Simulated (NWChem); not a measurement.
System: C$_{2}$H$_{3}$O$_{3}$, doublet; SMILES COC([O])=O

Here is an NWChem input.

```
start job
memory heap 200 mb stack 900 mb global 1100 mb
geometry units angstroms
  C     -1.812784    -0.091629    -0.013764
  O     -0.584282    -0.772522    -0.173906
  C      0.478276     0.006067    -0.000472
  O      1.633876    -0.400242    -0.097316
  O      0.350753     1.218875     0.276205
  H     -1.579750     0.965745     0.225157
  H     -2.369167    -0.538500     0.812041
  H     -2.377179    -0.140150    -0.944312
end
basis spherical
  * library 6-31g*
end
dft
  odft
  mult 2
  xc b3lyp
  iterations 150
end
driver
  maxiter 120
end
task dft optimize
task dft freq
```

NWChem printed, in part:

```
             Northwest Computational Chemistry Package (NWChem) 7.3.0
             --------------------------------------------------------

 CS  symmetry detected

                             Geometry "geometry" -> ""
                             -------------------------

 Output coordinates in angstroms (scale by  1.889725989 to convert to a.u.)

  No.       Tag          Charge          X              Y              Z
 ---- ---------------- ---------- -------------- -------------- --------------
    1 C                    6.0000     0.05134119     1.73444139     0.00000000
    2 O                    8.0000    -0.74997870     0.56981086     0.00000000
    3 C                    6.0000    -0.04549508    -0.55669367     0.00000000
    4 O                    8.0000    -0.55985458    -1.67262887     0.00000000
    5 O                    8.0000     1.20480870    -0.53534006     0.00000000
    6 H                    1.0000     1.11164642     1.41012712     0.00000000
    7 H                    1.0000    -0.15326327     2.31432555     0.90048858
    8 H                    1.0000    -0.15326327     2.31432555    -0.90048858

 Effective nuclear repulsion energy (a.u.)     177.2446537302

      Symmetry information
      --------------------

 Group name             Cs
 Group number              2
 Group order               2
 No. of unique centers     7

                                Z-matrix (autoz)
                                --------

 Units are Angstrom for bonds and degrees for angles

[...]

      ----------------------
      Optimization converged
      ----------------------

  Step       Energy      Delta E   Gmax     Grms     Xrms     Xmax
  ---- ---------------- -------- -------- -------- -------- --------
@    6    -303.62522912 -5.9D-07  0.00011  0.00003  0.00031  0.00094
                                     ok       ok       ok       ok

                                Z-matrix (autoz)
                                --------

 Units are Angstrom for bonds and degrees for angles

      Type          Name      I     J     K     L     M      Value     Gradient
      ----------- --------  ----- ----- ----- ----- ----- ---------- ----------
    1 Stretch                  1     2                       1.44648    0.00007
    2 Stretch                  1     6                       1.09079   -0.00002
    3 Stretch                  1     7                       1.09160   -0.00000
    4 Stretch                  1     8                       1.09160   -0.00000
    5 Stretch                  2     3                       1.32382    0.00002
    6 Stretch                  3     4                       1.26561   -0.00006
    7 Stretch                  3     5                       1.25068   -0.00011
    8 Bend                     1     2     3               117.62010   -0.00000
    9 Bend                     2     1     6               111.09425    0.00001
   10 Bend                     2     1     7               107.36177   -0.00001
   11 Bend                     2     1     8               107.36177   -0.00001
   12 Bend                     2     3     4               119.06896   -0.00000
   13 Bend                     2     3     5               125.94958   -0.00001
   14 Bend                     4     3     5               114.98146    0.00001
   15 Bend                     6     1     7               110.36557    0.00000
   16 Bend                     6     1     8               110.36557    0.00000
   17 Bend                     7     1     8               110.20617   -0.00000
   18 Torsion                  1     2     3     4         180.00000    0.00000
   19 Torsion                  1     2     3     5           0.00000    0.00000
   20 Torsion                  3     2     1     6           0.00000    0.00000
   21 Torsion                  3     2     1     7        -120.75808   -0.00000
   22 Torsion                  3     2     1     8         120.75808    0.00000

                         Geometry "geometry" -> "geometry"
                         ---------------------------------

 Output coordinates in angstroms (scale by  1.889725989 to convert to a.u.)

[...]

 Rotational Constants
 --------------------
 A=   0.403963 cm-1  (  0.581200 K)
 B=   0.147452 cm-1  (  0.212146 K)
 C=   0.110306 cm-1  (  0.158703 K)

 Temperature                      =   298.15K
 frequency scaling parameter      =   1.0000

 Zero-Point correction to Energy  =   33.698 kcal/mol  (  0.053702 au)
 Thermal correction to Energy     =   36.531 kcal/mol  (  0.058216 au)
 Thermal correction to Enthalpy   =   37.123 kcal/mol  (  0.059160 au)

 Total Entropy                    =   69.694 cal/mol-K
   - Translational                =   38.843 cal/mol-K (mol. weight =  75.0082)
   - Rotational                   =   24.999 cal/mol-K (symmetry #  =        1)
   - Vibrational                  =    5.852 cal/mol-K

 Cv (constant volume heat capacity) =   14.108 cal/mol-K
   - Translational                  =    2.979 cal/mol-K
   - Rotational                     =    2.979 cal/mol-K
   - Vibrational                    =    8.149 cal/mol-K

[normal modes left out]

 ----------------------------------------------------------------------------
 Normal Eigenvalue ||           Projected Infra Red Intensities
  Mode   [cm**-1]  || [atomic units] [(debye/angs)**2] [(KM/mol)] [arbitrary]
 ------ ---------- || -------------- ----------------- ---------- -----------
    1     -104.177 ||    0.000091           0.002         0.089       0.025
    2        0.000 ||    0.000581           0.013         0.566       0.158
    3        0.000 ||    0.000597           0.014         0.582       0.163
    4        0.000 ||    0.000907           0.021         0.884       0.247
    5        0.000 ||    0.000670           0.015         0.653       0.182
    6        0.000 ||    0.001947           0.045         1.898       0.530
    7        0.000 ||    0.003326           0.077         3.243       0.905
    8      147.013 ||    0.002053           0.047         2.001       0.559
    9      284.577 ||    0.004963           0.114         4.838       1.350
   10      512.139 ||    0.030889           0.713        30.112       8.405
   11      631.253 ||    0.001351           0.031         1.317       0.368
   12      741.107 ||    0.032517           0.750        31.700       8.848
   13      910.852 ||    0.008174           0.189         7.968       2.224
   14     1106.678 ||    0.116570           2.689       113.639      31.719
   15     1185.582 ||    0.000148           0.003         0.144       0.040
   16     1226.968 ||    0.017282           0.399        16.847       4.702
   17     1260.322 ||    0.053773           1.241        52.421      14.632
   18     1465.394 ||    0.104214           2.404       101.593      28.357
   19     1521.518 ||    0.006217           0.143         6.061       1.692
   20     1528.093 ||    0.006766           0.156         6.596       1.841
   21     1615.263 ||    0.448457          10.346       437.178     122.027
   22     3087.403 ||    0.021017           0.485        20.489       5.719
   23     3174.671 ||    0.014665           0.338        14.297       3.991
   24     3184.663 ||    0.004838           0.112         4.717       1.317
 ----------------------------------------------------------------------------

 ===============================================================================
      Negative Nuclear Hessian Mode    1  Eigenvalue =   -104.18 cm**(-1)
 -------------------------------------------------------------------------------
   Raw step length:  0.510 angstroms ;  The Raw step for this mode is:
    1 C                    6.0000     0.00000009    -0.00000006     0.00302369
    2 O                    8.0000    -0.00000009    -0.00000000     0.02144261
    3 C                    6.0000    -0.00000004     0.00000001    -0.00256139
    4 O                    8.0000     0.00000004    -0.00000002     0.00453239
    5 O                    8.0000    -0.00000002     0.00000008    -0.02642690
    6 H                    1.0000     0.00000007    -0.00000020     0.29399291
    7 H                    1.0000    -0.22176637     0.12538071    -0.14616274
    8 H                    1.0000     0.22176675    -0.12538076    -0.14616275

  Geometry after  100.0% step for mode  1; Step length =  0.510 angstroms
   Maximum component (any atom: x,y, or z) displacement:  0.556
    1 C                    6.0000     0.07596330     1.77641820     0.00302369
    2 O                    8.0000    -0.68461126     0.54604286     0.02144261
    3 C                    6.0000    -0.00959945    -0.59275200    -0.00256139
    4 O                    8.0000    -0.64764104    -1.68576651     0.00453239
    5 O                    8.0000     1.23575068    -0.70811660    -0.02642690
    6 H                    1.0000     1.14804230     1.57522929     0.29399291
    7 H                    1.0000    -0.42774790     2.45903693     0.74914754
    8 H                    1.0000     0.01578523     2.20827546    -1.04147303

  Geometry after -100.0% step for mode  1; Step length =  0.510 angstroms
   Maximum component (any atom: x,y, or z) displacement:  0.556
    1 C                    6.0000     0.07596313     1.77641833    -0.00302369
    2 O                    8.0000    -0.68461109     0.54604286    -0.02144261
    3 C                    6.0000    -0.00959937    -0.59275203     0.00256139
    4 O                    8.0000    -0.64764113    -1.68576647    -0.00453239
    5 O                    8.0000     1.23575072    -0.70811675     0.02642690
    6 H                    1.0000     1.14804217     1.57522969    -0.29399291
    7 H                    1.0000     0.01578485     2.20827551     1.04147302
    8 H                    1.0000    -0.42774828     2.45903698    -0.74914753

  Geometry after   50.0% step for mode  1; Step length =  0.255 angstroms
   Maximum component (any atom: x,y, or z) displacement:  0.278
    1 C                    6.0000     0.07596326     1.77641823     0.00151185
    2 O                    8.0000    -0.68461122     0.54604286     0.01072131
    3 C                    6.0000    -0.00959943    -0.59275201    -0.00128069
    4 O                    8.0000    -0.64764106    -1.68576650     0.00226619
    5 O                    8.0000     1.23575069    -0.70811664    -0.01321345
    6 H                    1.0000     1.14804227     1.57522939     0.14699646
    7 H                    1.0000    -0.31686471     2.39634657     0.82222891
    8 H                    1.0000    -0.09509815     2.27096584    -0.96839165

  Geometry after  -50.0% step for mode  1; Step length =  0.255 angstroms
   Maximum component (any atom: x,y, or z) displacement:  0.278
    1 C                    6.0000     0.07596317     1.77641830    -0.00151185
    2 O                    8.0000    -0.68461113     0.54604286    -0.01072131
    3 C                    6.0000    -0.00959939    -0.59275202     0.00128069
    4 O                    8.0000    -0.64764111    -1.68576648    -0.00226619
    5 O                    8.0000     1.23575071    -0.70811672     0.01321345
    6 H                    1.0000     1.14804220     1.57522959    -0.14699646
    7 H                    1.0000    -0.09509834     2.27096586     0.96839165
    8 H                    1.0000    -0.31686490     2.39634660    -0.82222890

  Geometry after   36.0% step for mode  1; Step length =  0.184 angstroms
   Maximum component (any atom: x,y, or z) displacement:  0.200
    1 C                    6.0000     0.07596325     1.77641824     0.00108851
    2 O                    8.0000    -0.68461121     0.54604286     0.00771920
    3 C                    6.0000    -0.00959942    -0.59275201    -0.00092208
    4 O                    8.0000    -0.64764107    -1.68576650     0.00163163
    5 O                    8.0000     1.23575070    -0.70811665    -0.00951351
    6 H                    1.0000     1.14804226     1.57522942     0.10583545
    7 H                    1.0000    -0.28581591     2.37879242     0.84269268
    8 H                    1.0000    -0.12614700     2.28852000    -0.94792787

  Geometry after  -36.0% step for mode  1; Step length =  0.184 angstroms
   Maximum component (any atom: x,y, or z) displacement:  0.200
    1 C                    6.0000     0.07596318     1.77641829    -0.00108851
    2 O                    8.0000    -0.68461114     0.54604286    -0.00771920
    3 C                    6.0000    -0.00959940    -0.59275202     0.00092208
    4 O                    8.0000    -0.64764110    -1.68576649    -0.00163163
    5 O                    8.0000     1.23575071    -0.70811671     0.00951351
    6 H                    1.0000     1.14804221     1.57522956    -0.10583545
    7 H                    1.0000    -0.12614714     2.28852001     0.94792787
    8 H                    1.0000    -0.28581605     2.37879244    -0.84269268

  Geometry after   18.0% step for mode  1; Step length =  0.092 angstroms
   Maximum component (any atom: x,y, or z) displacement:  0.100
    1 C                    6.0000     0.07596323     1.77641826     0.00054425
    2 O                    8.0000    -0.68461119     0.54604286     0.00385960
    3 C                    6.0000    -0.00959942    -0.59275201    -0.00046104
    4 O                    8.0000    -0.64764108    -1.68576650     0.00081581
    5 O                    8.0000     1.23575070    -0.70811666    -0.00475675
    6 H                    1.0000     1.14804225     1.57522945     0.05291772
    7 H                    1.0000    -0.24589872     2.35622432     0.86900148
    8 H                    1.0000    -0.16606426     2.31108811    -0.92161908

  Geometry after  -18.0% step for mode  1; Step length =  0.092 angstroms
   Maximum component (any atom: x,y, or z) displacement:  0.100
    1 C                    6.0000     0.07596320     1.77641828    -0.00054425
    2 O                    8.0000    -0.68461116     0.54604286    -0.00385960
    3 C                    6.0000    -0.00959940    -0.59275202     0.00046104
    4 O                    8.0000    -0.64764109    -1.68576649    -0.00081581
    5 O                    8.0000     1.23575071    -0.70811669     0.00475675
    6 H                    1.0000     1.14804222     1.57522953    -0.05291772
    7 H                    1.0000    -0.16606433     2.31108812     0.92161907
    8 H                    1.0000    -0.24589879     2.35622433    -0.86900148
```

Level: B3LYP/6-31G* (spherical d), spin-unrestricted. The optimisation ended at a saddle point (imaginary frequency).
